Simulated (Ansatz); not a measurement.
## A basis-limit estimate, worked out

An elementary step of BH$_{2}$ClF$_{4}$, singlet (BClF₂ ([F][B]([F])[Cl]) + HF + HF → BF₃ ([F][B]([F])[F]) + HCl + HF; B–Cl, H–F, H–F broken or loosened, B–F, Cl–H, H–F formed or tightened). “Start” and “end” are the PBE0-D4/def2-TZVP structures reached by relaxing down either side of its saddle point, with the molecules still in contact.

Computed with Ansatz 0.2.0 (basis: def2-TZVPP and def2-QZVPP); correlated methods freeze the cores.

Energies in eV:

| quantity | end | start |
| --- | --- | --- |
| Hartree–Fock, triple zeta (X = 3) | -24041.61126 | -24040.79699 |
| Hartree–Fock, quadruple zeta (X = 4) | -24042.48044 | -24041.65955 |
| MP2 correlation, X = 3 | -35.80518 | -36.10087 |
| MP2 correlation, X = 4 | -39.22736 | -39.54370 |
| CCSD(T) correlation, X = 3 | -37.50683 | -37.75385 |

Question: Work out the step energy at the basis limit: extrapolate Hartree–Fock as E(X) = E∞ + A exp(−7.88 √X) and the MP2 correlation as E(X) = E∞ + B X^−2.97 (the exponents that Neese and Valeev fitted for def2-TZVPP and QZVPP), then add CCSD(T) − MP2 in triple zeta.

Answer: Each step is linear, so take the differences first (end − start): Hartree–Fock -0.81427 (X = 3) and -0.82089 (X = 4); MP2 correlation 0.29569 and 0.31634; CCSD(T) correlation 0.24702.
Two points give E∞ = E(4) + w [E(4) − E(3)], with w = 1/(exp(7.88 (2 − √3)) − 1) = 0.1377 for Hartree–Fock and w = 1/((4/3)^2.97 − 1) = 0.7407 for the correlation.
Hartree–Fock: -0.82089 + 0.1377 × (-0.00662) = -0.8218 eV.
MP2 correlation: 0.31634 + 0.7407 × 0.02065 = 0.3316 eV.
CCSD(T) − MP2: 0.24702 − 0.29569 = -0.0487 eV.
Sum: -0.8218 + 0.3316 + (-0.0487) = -0.5389 eV, or -12.43 kcal/mol. Plain CCSD(T) in triple zeta gives -0.5673 eV, so the larger basis shifts the result by 0.0284 eV.

No T1 diagnostic of these runs exceeds 0.012.

Labels in which every atom is bracketed show which atoms are joined, not bond orders.

For scale, one of the runs: CCSD(T)/def2-TZVPP, 225 basis functions, launched by `ansatz run in.yaml --threads 8 --pin off --events-out ev --progress --plain --max-ram 19148MiB`. Hardware: 8 CPU threads of an Arm Neoverse V2, shared host. Wall time 86 s; peak host memory 4.2 GiB.
